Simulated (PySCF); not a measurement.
## `[H][As@OH14+]([H])(C)[Al@H-]([CH3])[CH2]C`, C4H14AlAs

Geometry:
```csv
atom,x (Å),y (Å),z (Å)
C1,-2.335,-1.317,0.136
C2,-1.972,-0.605,-1.178
Al3,-0.567,0.794,-0.863
C4,-0.329,1.848,0.815
As5,1.437,-0.972,-0.528
C6,2.830,0.371,-0.261
H7,-1.427,-1.690,0.624
H8,-2.822,-0.627,0.823
H9,-3.003,-2.163,-0.028
H10,-2.901,-0.256,-1.649
H11,-1.566,-1.360,-1.877
H12,0.217,1.281,-2.139
H13,0.280,2.749,0.667
H14,0.164,1.271,1.612
H15,-1.279,2.194,1.238
H16,2.251,-2.157,-0.063
H17,1.774,-1.278,-1.946
H18,2.464,1.315,-0.669
H19,3.013,0.508,0.805
H20,3.765,0.104,-0.749
```

The calculation used TDDFT OPBE/def2-SVPD circular dichroism and optical rotation, one conformer, gas phase in PySCF 2.14.0. Geometry: GFN2-xTB.

The molecule is flexible and this is one conformer; a measurement averages over conformers. The calculation is non-relativistic, which matters for the atoms heavier than Zn. States above about 5.6 eV (minus the energy of the highest occupied orbital) lie near or above the ionisation threshold and depend on the basis.

(1) What are the CIP labels of the stereocentres?

(2) List the lowest 20 singlet excitations with oscillator and rotatory strengths.

Results:

(1) Al3 R.

(2) Rotatory strengths R in 10⁻⁴⁰ esu² cm², velocity form and length form (origin at the centre of mass); f in length form.
| state | E (eV) | λ (nm) | f | R (velocity) | R (length) | main |
| --- | --- | --- | --- | --- | --- | --- |
| 1 | 4.13 | 300 | 0.0006 | -8.3 | -8.1 | HOMO→LUMO 0.99 |
| 2 | 4.77 | 260 | 0.008 | +3.1 | +3.0 | HOMO−1→LUMO 0.99 |
| 3 | 4.94 | 251 | 0.006 | -5.2 | -5.0 | HOMO→LUMO+1 1.00 |
| 4 | 5.52 | 224 | 0.006 | +10.8 | +10.2 | HOMO→LUMO+2 0.97 |
| 5 | 5.55 | 223 | 0.010 | -12.5 | -12.2 | HOMO−1→LUMO+1 0.98 |
| 6 | 5.78 | 215 | 0.011 | -0.9 | +0.5 | HOMO→LUMO+3 0.97 |
| 7 | 5.96 | 208 | 0.178 | +0.1 | 0.0 | HOMO−2→LUMO 0.91 |
| 8 | 6.10 | 203 | 0.004 | -9.1 | -8.9 | HOMO−1→LUMO+2 0.97 |
| 9 | 6.20 | 200 | 0.006 | +10.7 | +10.7 | HOMO−3→LUMO 0.99 |
| 10 | 6.40 | 194 | 0.025 | +24.7 | +22.7 | HOMO−1→LUMO+3 0.78, HOMO→LUMO+4 0.17 |
| 11 | 6.47 | 192 | 0.034 | +23.0 | +22.6 | HOMO−2→LUMO+1 0.85 |
| 12 | 6.51 | 190 | 0.029 | -28.9 | -28.8 | HOMO→LUMO+4 0.73, HOMO−1→LUMO+3 0.11 |
| 13 | 6.56 | 189 | 0.011 | +17.9 | +17.9 | HOMO→LUMO+5 0.94 |
| 14 | 6.63 | 187 | 0.015 | +12.2 | +13.5 | HOMO→LUMO+6 0.97 |
| 15 | 6.65 | 186 | 0.005 | +0.3 | +0.5 | HOMO−4→LUMO 0.96 |
| 16 | 6.83 | 182 | 0.003 | -11.0 | -10.8 | HOMO→LUMO+7 0.98 |
| 17 | 6.92 | 179 | 0.064 | -7.6 | -6.7 | HOMO−2→LUMO+2 0.91 |
| 18 | 7.01 | 177 | 0.004 | 0.0 | +0.1 | HOMO−3→LUMO+1 0.94 |
| 19 | 7.02 | 177 | 0.003 | 0.0 | -0.5 | HOMO→LUMO+8 0.68, HOMO−1→LUMO+4 0.25 |
| 20 | 7.05 | 176 | 0.010 | -5.8 | -5.5 | HOMO−1→LUMO+4 0.61, HOMO→LUMO+8 0.26 |

For states 6, 7, 19 the two forms differ in sign, so the sign of R isn't settled.

Among the states computed, the strongest CD band (largest |R|) is state 12. The largest dissymmetry factor in size, g = 4R/(D+G), with D and G the electric and magnetic dipole strengths, is -0.091 for state 1 (velocity form, f = 0.0006), among bands with |R| over 0.5. The mirror image has the same energies and oscillator strengths and all R with the opposite sign.
